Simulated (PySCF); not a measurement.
# A survey of ¹⁵N NMR shifts

Non-relativistic, no solvent, one averaged value for each set of equivalent atoms, one computed conformer. Coordinates at the GFN2-xTB level; shieldings: GIAO PBE0/pcSseg-1; PySCF.

Shieldings were converted by a linear fit to measured shifts: ¹⁵N (scatter 6.3 ppm rms vs CH3NO2, solution or neat liquid). Occasional misses reach two or three times the rms, and more in compound classes unlike the fitted ones.

Question: Give the ¹⁵N shifts of `[H]/N=C(\CN)CC#C[SiH3]`, `C#Cc1snnc1C(F)(F)F`, `OCc1cc2[nH]ccc2s1`, `C=C(C=O)CC#CC(N)=S`, `[H]/N=C\CCO[SiH2]O`, `CCc1cn([SiH3])cn1`.

Answer: 
| compound | environment | δ (ppm) |
| --- | --- | --- |
| [H]/[N:1]=[C:2](\[CH2:3][NH2:4])[CH2:5][C:6]#[C:7][SiH3:8] | N1: imine nitrogen | -78.4 |
| [H]/[N:1]=[C:2](\[CH2:3][NH2:4])[CH2:5][C:6]#[C:7][SiH3:8] | N4: amine nitrogen | -367.6 |
| [CH:1]#[C:2][c:3]1[s:4][n:5][n:6][c:7]1[C:8]([F:9])([F:10])[F:11] | N6: pyridine-type nitrogen of an azole | 36.9 |
| [CH:1]#[C:2][c:3]1[s:4][n:5][n:6][c:7]1[C:8]([F:9])([F:10])[F:11] | N5: pyridine-type nitrogen of an azole | 26.4 |
| OCc1cc2[nH]ccc2s1 | pyrrole-type ring nitrogen | -256.3 |
| C=C(C=O)CC#CC(N)=S | thioamide-type nitrogen | -254.1 |
| [H]/N=C\CCO[SiH2]O | imine nitrogen | -61.3 |
| [CH3:1][CH2:2][c:3]1[cH:4][n:5]([SiH3:6])[cH:7][n:8]1 | N8: pyridine-type nitrogen of an azole | -106.7 |
| [CH3:1][CH2:2][c:3]1[cH:4][n:5]([SiH3:6])[cH:7][n:8]1 | N5: pyrrole-type ring nitrogen | -236.5 |
